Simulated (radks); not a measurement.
Spherical quantum dot in the effective-mass picture: electrons in a hard-walled sphere of radius 1.96, with a point charge +2 (a donor) at the centre, all in effective atomic units (hartree* = m*/eps^2 hartree, bohr* = eps/m* bohr), one dielectric constant everywhere. Calculated with a radial shooting solver with Libxc functionals: non-relativistic Kohn-Sham, PBE, spin-polarised, spherical densities. Levels are named by radial order and angular momentum (1s, 1p, 1d, 2s, ...), and open shells are averaged over m. Each electron was tried in the lowest free levels, single moves between levels near the top were tried too, and the lowest total energy was kept; such a search can miss a lower state. At N = 1 the Hartree and exchange-correlation terms need not cancel, so that row can carry a self-interaction error.

N	open shells	2S	E (hartree*)	mu = E(N) - E(N-1) (hartree*)	addition energy mu(N+1) - mu(N) (hartree*)	e(HOMO) (hartree*)	rms radius (bohr*)
1	1s(up 1, down 0)	1	-1.91078	-1.9108	1.278	-1.4115	0.7486
2	none	0	-2.54379	-0.63301	2.944	-0.19560	0.8104
3	1p(up 1, down 0)	1	-0.233021	2.3108	0.6563	2.6294	0.9583
4	1p(up 2, down 0)	2	2.73402	2.9670	0.6899	3.3094	1.030
5	1p(up 3, down 0)	3	6.39096	3.6569	0.9315	4.0058	1.075
6	1p(up 3, down 1)	2	10.9794	4.5884	0.6403	4.9011	1.109
7	1p(up 3, down 2)	1	16.2080	5.2287	0.6681	5.5603	1.134
8	none	0	22.1048	5.8968	2.065	6.2347	1.155
9	2s(up 1, down 0)	1	30.0667	7.9619	0.8916	8.3490	1.167
10	1d(up 1, down 0) 2s(up 1, down 0)	2	38.9202	8.8535	0.6382	9.1717	1.190
11	1d(up 2, down 0) 2s(up 1, down 0)	3	48.4118	9.4916	0.6419	9.8121	1.209
12	1d(up 3, down 0) 2s(up 1, down 0)	4	58.5453	10.134	0.6439	10.455	1.226
13	1d(up 4, down 0) 2s(up 1, down 0)	5	69.3228	10.777	0.6450	11.100	1.240
14	1d(up 5, down 0) 2s(up 1, down 0)	6	80.7452	11.422	0.8555	11.745	1.252
15	1d(up 5, down 1) 2s(up 1, down 0)	5	93.0232	12.278	0.6214	12.587	1.264
16	1d(up 5, down 2) 2s(up 1, down 0)	4	105.923	12.899	0.6273	13.212	1.274
17	1d(up 5, down 3) 2s(up 1, down 0)	3	119.449	13.527	0.6307	13.842	1.284
18	1d(up 5, down 4) 2s(up 1, down 0)	2	133.607	14.157	0.6328	14.474	1.292
19	2s(up 1, down 0)	1	148.397	14.790	0.9674	15.152	1.300
20	none	0	164.155	15.758	2.121	16.178	1.297
21	1f(up 1, down 0)	1	182.033	17.878	0.6159	18.186	1.306
22	1f(up 2, down 0)	2	200.527	18.494	0.6171	18.802	1.315
23	1f(up 3, down 0)	3	219.638	19.111	0.6180	19.420	1.322
24	1f(up 4, down 0)	4	239.367	19.729	0.6185	20.038	1.330
25	1f(up 5, down 0)	5	259.715	20.348	0.6189	20.657	1.336
26	1f(up 6, down 0)	6	280.682	20.967	0.6191	21.276	1.343
27	1f(up 7, down 0)	7	302.267	21.586	0.7932	21.895	1.349
28	1f(up 7, down 1)	6	324.646	22.379	0.6095	22.683	1.354
29	1f(up 7, down 2)	5	347.635	22.988	0.6108	23.294	1.360
30	1f(up 7, down 3)	4	371.234	23.599	0.6118	23.905	1.365
31	1f(up 7, down 4)	3	395.445	24.211	0.6125	24.517	1.370
32	1f(up 7, down 5)	2	420.269	24.823	-	25.130	1.374

All shells are closed at N = 2, 8, 20 (there: 1s2 1p6 1d10 2s2); the second difference of the energy has clear peaks (12 % above both neighbours; the first and last values, which can be the largest, are not judged, and half-filled shells can peak too) at N = 2, 5, 8, 14, 20, 27.
